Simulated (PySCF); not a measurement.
A species of formula C2H9NOSi2 has this rotational fingerprint, computed with B3LYP/def2-SVPD in PySCF (dipole) on a GFN2-xTB geometry, gas phase:

```
Rotational constants : A = 3453, B = 1305, C = 1083 MHz
Dipole components    : |μa| = 0.98 D, |μb| = 1.18 D, |μc| = 1.30 D
Inertial defect      : -66.86 u·Å²
κ                    : -0.81
```

**Question.** Which candidate fits, each taken in the one conformer that was computed?
A. `[CH2:1]=[CH:2][Si@@H:3]([NH2:4])[SiH2:5][OH:6]` with C1–C2–Si3–N4 -15°, C2–Si3–N4–H 172° and -49°, C2–Si3–Si5–O6 71°, Si3–Si5–O6–H 55°
B. `[CH2:1]=[N:2][SiH2:3][SiH2:4][O:5][CH3:6]` with C1–N2–Si3–Si4 -113°, N2–Si3–Si4–O5 167°, Si3–Si4–O5–C6 56°

**Answer.** A. It is C=C[Si@@H](N)[SiH2]O, an asymmetric top, point group C1. The candidates at the same level (rigid rotor, commonest isotopes):

| SMILES | A (MHz) | B (MHz) | C (MHz) | μa (D) | μb (D) | μc (D) | Δ (u·Å²) | point group | rotor |
| --- | --- | --- | --- | --- | --- | --- | --- | --- | --- |
| C=C[Si@@H](N)[SiH2]O | 3453 | 1305 | 1083 | 0.98 | 1.18 | 1.30 | -66.86 | C1 | asymmetric top |
| C=N[SiH2][SiH2]OC | 6265 | 1006 | 916.3 | 0.57 | 0.76 | 0.54 | -31.39 | C1 | near-prolate asymmetric top |

`C=N[SiH2][SiH2]OC` has A 81 % too high. No structure here is proved a minimum.
